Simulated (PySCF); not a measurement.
Radial density of Cu²⁺ (copper, charge +2)

UHF, [Ar] 3d8 4p1, one real determinant (an excited configuration). All numbers are calculated (PySCF 2.14, the non-relativistic Hamiltonian (point nucleus), in def2-QZVPPD).

```tsv
r (bohr)	4πr²ρ (e/bohr)	4πr²(ρα − ρβ)
0.000959	0.1816	0.0000
0.00161	0.4946	0.0000
0.00271	1.313	0.0000
0.00456	3.337	-0.0001
0.00767	7.885	-0.0003
0.0129	16.50	-0.0005
0.0217	28.20	-0.0002
0.0365	35.02	0.0031
0.0614	29.92	0.0170
0.103	30.67	0.0620
0.174	39.95	0.2515
0.292	22.47	1.0452
0.492	20.51	2.3460
0.827	17.04	1.9108
1.39	3.548	0.6678
2.34	0.6399	0.4893
3.93	0.1485	0.1476
6.62	0.002966	0.0030
```

⟨L²⟩ = 14.02 against 20 for a pure G term, so this real determinant mixes terms.
